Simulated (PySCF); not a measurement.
An unknown shows these calculated signals:

1H NMR (400 MHz, computed): δ 4.37 (s, 2H), 2.19 (s, 3H).

13C{1H} NMR (computed): δ 86.5 (C), 83.0 (C), 74.3 (C), 71.7 (C), 39.2 (CH2), 5.6 (CH3).

Computed data (PySCF 2.14.0 with density-fitted response routines): geometry from GFN2-xTB, σ from GIAO-PBE0/pcSseg-1. No solvent, single conformer, averaged over atoms made equivalent by symmetry, fast rotation or ring inversion, no relativistic terms.

Referencing at the same level of theory: 1H (31.72 ppm), 13C (186.93 ppm) against TMS.

Which of these does the molecule contain: a C≡C triple bond, a ketone, an NH or NH2 group, a CH3CH2 unit?

Results:


- A C≡C triple bond: yes (δC 86.5, 71.7).
- A ketone: no.
- An NH or NH2 group: no.
- A CH3CH2 unit: no.

The data belong to `CC#CC#CCCl`, C6H5Cl; they needn't prove each group on their own.

Carbon signals by region: 4 at 50–100 ppm, 2 below 50 ppm.

Carbons that carry Cl, above all several Cl atoms, come out too deshielded, partly because spin–orbit coupling is missing. Shifts are as computed. Against solution values, carbons near 30 ppm lie about +3 ppm off and those near 130 ppm about +5 ppm; carbons on Cl a further +6 ppm (rms about the fit 2.1 ppm; single classes can miss by 10 ppm). Of 1328 compounds with measured shifts, 309 miss one by over three times the rms of a fit or turn the order of signals round; such compounds aren't used in these exercises. Signals without a measured value on file couldn't be tested in this way; 1H shifts scatter by 0.2 ppm about their fit, and single ones miss by 0.5 ppm. Multiplicities follow the n + 1 count of equivalent neighbours, as no J values were calculated; m marks all less simple cases, F and P coupling included.
